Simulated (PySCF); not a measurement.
Mo(NH)2(F)(Me) (CH₅FMoN₂), SMILES [F][Mo]([CH3])(=[NH])=[NH], multiplicity 1. Geometry optimised at PBE0-D3(BJ)/def2-SVP. The multiplicity is an assumed one; no other spin state was optimised. The structure was generated by enumeration; whether it is a known compound was not checked. The def2 effective core potentials stand for the cores of Mo; spin–orbit coupling is left out.

Computed equilibrium geometry at PBE0-D3(BJ)/def2-SVP (PySCF confirms it by a frequency run) as bond lengths and angles, and its point group:
point group Cs.
Atoms: Mo1 N2 H3 N4 H5 F6 C7 H8 H9 H10. Bond lengths (Å): Mo1–N2 1.717, Mo1–N4 1.717, Mo1–F6 1.868, Mo1–C7 2.101, N2–H3 1.018, N4–H5 1.018, C7–H8 1.099, C7–H9 1.103, C7–H10 1.103. Angles (°): N2–Mo1–N4 110.0, N2–Mo1–F6 113.6, N2–Mo1–C7 103.1, N4–Mo1–F6 113.6, N4–Mo1–C7 103.1, F6–Mo1–C7 112.6, Mo1–N2–H3 155.0, Mo1–N4–H5 155.0, Mo1–C7–H8 113.0, Mo1–C7–H9 108.0, Mo1–C7–H10 108.0, H8–C7–H9 108.9, H8–C7–H10 108.9, H9–C7–H10 110.1.
